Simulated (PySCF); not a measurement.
PySCF 2.14 output of an unrestricted r2SCAN calculation on a single atom or ion in aug-cc-pV5Z, with the non-relativistic Hamiltonian (point nucleus):

```
SCF conv_tol = 1e-09
number electrons alpha = 3  beta = 2
    J. W. Furness, A. D. Kaplan, J. Ning, J. P. Perdew, and J. Sun.,  J. Phys. Chem. Lett. 11, 8208-8215 (2020)
    J. W. Furness, A. D. Kaplan, J. Ning, J. P. Perdew, and J. Sun.,  J. Phys. Chem. Lett. 11, 9248-9248 (2020)
    J. W. Furness, A. D. Kaplan, J. Ning, J. P. Perdew, and J. Sun.,  J. Phys. Chem. Lett. 11, 8208-8215 (2020)
    J. W. Furness, A. D. Kaplan, J. Ning, J. P. Perdew, and J. Sun.,  J. Phys. Chem. Lett. 11, 9248-9248 (2020)
cycle= 1 E= -24.6381212742154  delta_E= -0.00384  |g|= 0.0116  |ddm|= 0.466
cycle= 2 E= -24.638239398573  delta_E= -0.000118  |g|= 0.00237  |ddm|= 0.0214
cycle= 3 E= -24.6382452178005  delta_E= -5.82e-06  |g|= 0.000584  |ddm|= 0.00704
cycle= 4 E= -24.6382454705121  delta_E= -2.53e-07  |g|= 4.7e-05  |ddm|= 0.00219
cycle= 5 E= -24.6382454741072  delta_E= -3.6e-09  |g|= 7.69e-06  |ddm|= 0.000247
cycle= 6 E= -24.6382454742684  delta_E= -1.61e-10  |g|= 1.45e-06  |ddm|= 6.03e-05
converged SCF energy = -24.6382454742684  <S^2> = 0.75802049  2S+1 = 2.0080045
```

The run itself started from symmetry-adapted Hartree-Fock orbitals and held the occupation by maximum overlap, on a logarithmic radial grid, so the iterations belong to that start.

Task: Which element, charge and spin multiplicity is this?

Result: B (boron, neutral), multiplicity 2; the state was [He] 2s2 2p1, 2P determinant.
